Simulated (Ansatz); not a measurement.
A nudged elastic band was laid between two geometries of C2H8OSi + ClH (14 atoms, charge 0, multiplicity 1).

Level of theory: Ansatz, RKS r2SCAN-D4/6-31G*.

```
movable images  : 5
climbing image  : yes
spring          : 5.0 eV/Å²
optimiser       : quadratic models (default)
start path      : through a guess of the saddle point
force threshold : 0.05 eV/Å
iteration limit : 60
end points      : relaxed
```

Image 0:

```xyz
14
Properties=species:S:1:pos:R:3
Si -0.527 0.138 0.079
O 0.683 0.881 1.012
C -1.207 -1.354 0.981
C 0.324 -0.317 -1.514
H -1.627 1.123 -0.152
H 1.829 1.872 0.228
Cl 2.668 2.659 -0.432
H 0.400 1.276 1.850
H -1.973 -1.853 0.373
H -0.413 -2.084 1.182
H -1.673 -1.091 1.939
H -0.379 -0.782 -2.217
H 0.759 0.564 -2.001
H 1.137 -1.031 -1.329
```

Image 6:

```xyz
14
Properties=species:S:1:pos:R:3
Si -0.912 0.453 -0.506
O 2.182 0.116 1.172
C -1.237 -0.667 0.951
C 0.362 -0.236 -1.681
H -2.174 0.806 -1.213
H 1.867 1.002 0.929
Cl -0.195 2.291 0.234
H 2.120 0.116 2.138
H -1.672 -1.617 0.613
H -0.287 -0.885 1.452
H -1.926 -0.213 1.672
H -0.011 -1.161 -2.141
H 0.599 0.470 -2.485
H 1.282 -0.474 -1.134
```

Q: Which bonds break or form, and what moves?

A: Bonds broken: Si1–O2, H6–Cl7. Bonds formed: Si1–Cl7, O2–H6. C2H8OSi + ClH becomes C2H7ClSi + H2O.

Q: What energy profile does the band end with?

A: The run converged. The highest image is number 3 of 0 to 6, 0.98 eV above the first end and 1.01 eV above the last; the last end lies 0.03 eV below the first. A vibrational analysis at the climbing image gives one clearly imaginary mode, 160i cm⁻¹: a first-order saddle point. The orbitals stay closed-shell, which can raise the energy where a bond breaks towards radicals; this wasn't checked here.

| image | path coordinate (Å) | energy (eV) | Si1–O2 (Å) | H6–Cl7 (Å) | Si1–Cl7 (Å) |
| --- | --- | --- | --- | --- | --- |
| 0 | 0.00 | 0.00 | 1.70 | 1.33 | 4.10 |
| 1 | 1.12 | 0.02 | 1.70 | 1.33 | 3.86 |
| 2 | 2.25 | 0.28 | 1.73 | 1.37 | 3.23 |
| 3 | 3.37 | 0.98 | 1.98 | 2.02 | 2.47 |
| 4 | 4.64 | 0.47 | 2.82 | 2.24 | 2.15 |
| 5 | 5.90 | 0.02 | 3.49 | 2.57 | 2.11 |
| 6 | 7.17 | -0.03 | 3.54 | 2.53 | 2.11 |

Q: What is the geometry of the highest image?

A: 
```xyz
14
Properties=species:S:1:pos:R:3:forces:R:3
Si -0.275 0.444 -0.171 0.00 0.00 0.00
O 1.076 0.557 1.269 0.01 0.02 -0.01
C -1.090 -0.922 0.877 0.00 0.00 0.00
C 0.452 -0.422 -1.658 0.00 0.00 0.01
H -1.423 1.376 -0.334 0.00 0.00 0.00
H 1.496 1.452 1.089 -0.01 -0.02 0.01
Cl 1.078 2.460 -0.606 0.00 0.00 0.00
H 0.705 0.514 2.169 0.00 0.00 0.00
H -1.936 -1.325 0.301 0.00 0.00 0.00
H -0.418 -1.761 1.103 0.00 0.00 0.00
H -1.517 -0.560 1.824 0.00 0.00 0.00
H -0.118 -1.329 -1.897 0.00 0.00 0.00
H 0.485 0.238 -2.529 0.00 0.00 0.00
H 1.485 -0.721 -1.437 0.00 0.00 0.00
```

Q: What are the harmonic wavenumbers there?

A: 160i, 71, 122, 205, 228, 247, 261, 316, 355, 406, 563, 637, 655, 700, 723, 806, 859, 887, 942, 1005, 1311, 1318, 1476, 1480, 1492, 1496, 1549, 2234, 3018, 3046, 3096, 3115, 3127, 3144, 3166, 3732 cm⁻¹.

The band took 15 iterations and about 7 core-minutes.

Run time: 3.8 min on 2 threads of AMD EPYC 9R14 (Zen 4), on a shared host, peak memory 0.2 GiB.
